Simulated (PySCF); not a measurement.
**C₆ coefficients of unlike pairs at PBE0**

Calculated with PySCF 2.14 from the dipole response of each species, C₆(A,B) = (3/π) ∫ α_A(iu) α_B(iu) du, in atomic units, from isotropic polarisabilities. For ions this is the dispersion term alone; charge-induced terms of lower order in 1/R come first.

```json
{"species": "Ru³⁺", "configuration": "[Kr] 4d5 (6S)", "basis": "aug-cc-pVTZ-PP with ECP28MDF (6s6p5d3f2g)", "relativity": "core potential", "α (bohr³)": "4.982", "C₆ (like pair)": "22.63"}
{"species": "Co³⁺", "configuration": "[Ar] 3d6 (5D)", "basis": "aug-cc-pwCVTZ (10s9p7d4f3g)", "relativity": "none", "α (bohr³)": "1.758", "C₆ (like pair)": "4.233"}
{"species": "Al⁺", "configuration": "[Ne] 3s2 (1S)", "basis": "aug-cc-pVQZ-DK (7s6p4d3f2g)", "relativity": "spin-free X2C", "α (bohr³)": "24.59", "C₆ (like pair)": "125.4"}
{"species": "Te³⁺", "configuration": "[Kr] 4d10 5s2 5p1 (2P)", "basis": "aug-cc-pwCVTZ-PP with ECP28MDF (8s7p6d4f1g)", "relativity": "core potential", "α (bohr³)": "10.61", "C₆ (like pair)": "56.32"}
```

Task: Estimate C₆ for Te³⁺ with Co³⁺.

Result: The integral gives 14.13. The combination rule 2 C_A C_B / (C_A α_B/α_A + C_B α_A/α_B) gives 13.67 and the geometric mean 15.44.

No spin-orbit coupling is included.

The other pairs:

```csv
pair,C₆
"Te³⁺, Al⁺",75.64
"Te³⁺, Ru³⁺",34.62
"Al⁺, Co³⁺",15.60
"Co³⁺, Ru³⁺",9.567
"Al⁺, Ru³⁺",41.35
```
